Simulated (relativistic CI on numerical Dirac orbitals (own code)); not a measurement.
Ge¹⁸⁺: computed level list

These numbers are calculated, not measured: Dirac-Coulomb-Breit CI, separate exchange-only KLI orbitals for each configuration, QED by a radiative potential, unscaled Slater integrals (own radial code, finite nucleus).

CI space (outside the closed core [Ne]): 3s2.3p2, 3s.3p3, 3s2.3p.3d, 3p4, 3s.3p2.3d, 3p3.3d, 3s.3p.3d2, 3s2.3d.4p, 3s2.3p.4s, 3p3.4s, 3p3.4p, 3s.3p.3d.4s, 3s2.3p.4p, 3s2.3d2, 3s.3d3, 3p2.3d2, 3p.3d3, 3p.3d2.4s, 3p.3d2.4p, 3s2.3d.4s, 3s.3d2.4s. Double excitations out of closed p, d and f shells are left out; levels of such configurations are missing from the list, as are those of other unlisted configurations, and high levels can miss mixing partners.

The lowest level is 3s2.3p2 3P_0, with 88 % of that term; Hund's rules for 3s2.3p2 give 3P with J = 0, in agreement.

```
No.  Configuration  Term  J  E (cm⁻¹)   %  Landé g  Lifetime (s)       jj configuration (%)
  1        3s2.3p2    3P  0         0  88                                      3p1/2^2 (88)
  2        3s2.3p2    3P  1     33548  97    1.500      1.63e-03           3p1/2 3p3/2 (97)
  3        3s2.3p2    3P  2     53685  72    1.368      1.22e-02           3p1/2 3p3/2 (81)
  4        3s2.3p2    1D  2    110208  72    1.130      3.33e-04               3p3/2^2 (81)
  5        3s2.3p2    1S  0    171183  87               7.62e-05               3p3/2^2 (87)
  6         3s.3p3   5S°  2    344611  95    1.975      8.27e-09      3s 3p1/2 3p3/2^2 (47)
  7         3s.3p3   3D°  1    444260  76    0.613      2.37e-10              3s 3p3/2 (47)
  8         3s.3p3   3D°  2    445947  74    1.224      3.16e-10      3s 3p1/2 3p3/2^2 (57)
  9         3s.3p3   3D°  3    458983  88    1.332      4.01e-10      3s 3p1/2 3p3/2^2 (88)
 10         3s.3p3   3P°  0    513127  89               1.20e-10      3s 3p1/2 3p3/2^2 (89)
 11         3s.3p3   3P°  1    517136  78    1.406      1.11e-10      3s 3p1/2 3p3/2^2 (64)
 12         3s.3p3   3P°  2    518894  53    1.351      1.34e-10            3s 3p3/2^3 (36)
 13         3s.3p3   1D°  2    565663  37    1.102      1.26e-10            3s 3p3/2^3 (35)
 14         3s.3p3   3S°  1    626328  64    1.673      1.02e-11      3s 3p1/2 3p3/2^2 (58)
 15      3s2.3p.3d   3F°  2    633345  93    0.684      2.84e-10           3p1/2 3d3/2 (71)
 16      3s2.3p.3d   3F°  3    652053  95    1.086      4.72e-10           3p1/2 3d5/2 (59)
 17         3s.3p3   1P°  1    683469  56    1.300      1.26e-11            3s 3p3/2^3 (57)
 18      3s2.3p.3d   3F°  4    684097  98    1.249      9.57e-04           3p3/2 3d5/2 (98)
 19      3s2.3p.3d   3P°  2    713220  49    1.302      1.25e-11           3p1/2 3d5/2 (73)
 20      3s2.3p.3d   3D°  1    725665  50    0.893      9.83e-12           3p1/2 3d3/2 (70)
 21      3s2.3p.3d   1D°  2    750926  34    1.071      9.45e-12           3p3/2 3d3/2 (43)
 22      3s2.3p.3d   3P°  0    754164  88               1.28e-11           3p3/2 3d3/2 (88)
 23      3s2.3p.3d   3P°  1    761354  53    1.121      1.09e-11           3p3/2 3d3/2 (75)
 24      3s2.3p.3d   3D°  3    762456  82    1.315      9.70e-12           3p3/2 3d5/2 (48)
 25      3s2.3p.3d   3D°  2    768407  42    1.281      1.09e-11           3p3/2 3d5/2 (52)
 26      3s2.3p.3d   1F°  3    829626  93    1.012      9.31e-12           3p3/2 3d5/2 (41)
 27      3s2.3p.3d   1P°  1    852144  82    0.985      1.13e-11           3p3/2 3d5/2 (66)
 28            3p4    3P  2    899765  48    1.406      6.89e-11               3p3/2^2 (58)
 29      3s.3p2.3d    5F  1    931798  82    0.226      6.93e-10      3s 3p1/2^2 3d3/2 (50)
 30      3s.3p2.3d    5F  2    939244  88    1.045      1.40e-09  3s 3p1/2 3p3/2 3d3/2 (40)
```

Energies count from the lowest computed level; ° marks odd parity; lifetimes are radiative, by E1, M1, E2, M2, E3 decay to levels of this space only. Filled j subshells are mostly left out of the jj labels.

The mean weight of the leading LS term, summed over parents, in these 30 levels is 73 %, and that of the leading jj configuration (from the same eigenvectors) 65 %.

At this charge energies of transitions that change n are usually good to better than 1 %, and those within a shell (Δn = 0) to a few per cent.

LS names give the leading component of a level, which can be under half, so a name can repeat, a term be missing and a line seem to break the LS rules.
